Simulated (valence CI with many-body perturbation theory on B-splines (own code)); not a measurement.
## Which ion has this spectrum?

A relativistic CI+MBPT calculation for an atom or ion with 14 electrons gives these levels (eV):

```tsv
J	Parity	E	g
0	even	0.000	
1	even	1.848	1.50
2	even	3.398	1.43
2	even	7.811	1.07
0	even	13.887	
2	odd	31.550	1.99
1	odd	41.583	0.56
2	odd	41.621	1.20
3	odd	42.251	1.33
0	odd	47.636	
1	odd	47.811	1.45
2	odd	47.949	1.43
2	odd	52.432	1.04
1	odd	59.326	1.74
```

The energies are calculated, with errors of perhaps 200 cm⁻¹, more in some levels.

Question: Which is it?
A. Fe12+
B. Ni14+
C. Co13+
D. Zn16+

Answer: B. Ni14+, ground level 3s²3p² ³P_0.
